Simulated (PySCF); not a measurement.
First SCF of a structure search on singlet PbBr₃⁺, at a hand-made trigonal planar geometry. PySCF input:

```python
from pyscf import gto, scf, dft
mol = gto.M(atom='''
Pb     0.000000     0.000000     0.000000
Br     2.528400     0.000000     0.000000
Br    -1.264200     2.189700     0.000000
Br    -1.264200    -2.189700     0.000000''',
    basis={'Pb': 'def2-SVP', 'Br': 'def2-SVP'},
    ecp={'Pb': 'def2-SVP'},
    charge=1, spin=0)
mf = dft.RKS(mol, xc='PBE')
mf.grids.atom_grid = (50, 194)
aux = {'Pb': 'def2-universal-JKFIT', 'Br': 'def2-universal-JKFIT'}
mf = mf.density_fit(auxbasis=aux)
mf.conv_tol = 1e-08
mf.diis_space = 10
mf.max_cycle = 60
mf.init_guess = 'minao'
mf.verbose = 4
mf.kernel()
```

Excerpt of the output (cycles and frontier levels):

```
init E= -7886.58421333432
  HOMO = -0.592399013721669  LUMO = -0.578257273917999  gap/eV = 0.38482
cycle= 1 E= -7910.40371930495  delta_E= -23.8  |g|= 2.86  |ddm|= 13.9
  HOMO = 0.0315745741170315  LUMO = 0.050796388123004  gap/eV = 0.52305
cycle= 2 E= -7882.80217684046  delta_E= 27.6  |g|= 9.38  |ddm|= 17.6
  HOMO = -0.505758772522295  LUMO = -0.347801414876962  gap/eV = 4.29824
cycle= 3 E= -7912.12775749007  delta_E= -29.3  |g|= 1.57  |ddm|= 15.5
  HOMO = -0.429523534607817  LUMO = -0.367073648988928  gap/eV = 1.69935
cycle= 4 E= -7912.99605478581  delta_E= -0.868  |g|= 0.546  |ddm|= 3.03
  HOMO = -0.459216391809439  LUMO = -0.405523200739809  gap/eV = 1.46107
cycle= 5 E= -7913.06527741711  delta_E= -0.0692  |g|= 0.104  |ddm|= 0.738
  HOMO = -0.459841626752632  LUMO = -0.404160905570204  gap/eV = 1.51515
cycle= 6 E= -7913.06671191517  delta_E= -0.00143  |g|= 0.0199  |ddm|= 0.136
  HOMO = -0.458742042179391  LUMO = -0.403305879415035  gap/eV = 1.50849
cycle= 7 E= -7913.06681972736  delta_E= -0.000108  |g|= 0.0045  |ddm|= 0.0307
  HOMO = -0.458534282445561  LUMO = -0.402994613053954  gap/eV = 1.51131
cycle= 8 E= -7913.06682678557  delta_E= -7.06e-06  |g|= 0.00121  |ddm|= 0.00614
  HOMO = -0.45866464883514  LUMO = -0.403096384559791  gap/eV = 1.51209
cycle= 9 E= -7913.06682705836  delta_E= -2.73e-07  |g|= 0.000608  |ddm|= 0.00261
  HOMO = -0.458669675817887  LUMO = -0.403103487800264  gap/eV = 1.51203
cycle= 10 E= -7913.06682720397  delta_E= -1.46e-07  |g|= 0.000167  |ddm|= 0.00146
  HOMO = -0.458666072460638  LUMO = -0.403105861409948  gap/eV = 1.51187
cycle= 11 E= -7913.06682721575  delta_E= -1.18e-08  |g|= 1.56e-05  |ddm|= 0.000331
  HOMO = -0.45866571876129  LUMO = -0.403104934231717  gap/eV = 1.51189
cycle= 12 E= -7913.06682721583  delta_E= -8.73e-11  |g|= 2.49e-07  |ddm|= 2.8e-05
  HOMO = -0.458665745493052  LUMO = -0.403104984941421  gap/eV = 1.51189
Extra cycle  E= -7913.06682721583  delta_E= -1.82e-12  |g|= 5.34e-07  |ddm|= 1.36e-06
converged SCF energy = -7913.06682721583
```

No lower solution of this spin was found by a stability analysis within the restricted form, which does not test spin polarisation.

With an element this heavy the missing spin–orbit coupling can shift these numbers.

The search for the lowest solution, with the stability check, took 29 s on 2 threads of a shared Intel Xeon Platinum 8488C (Sapphire Rapids) host, with 122 basis functions; the process peaked at 0.35 GiB.
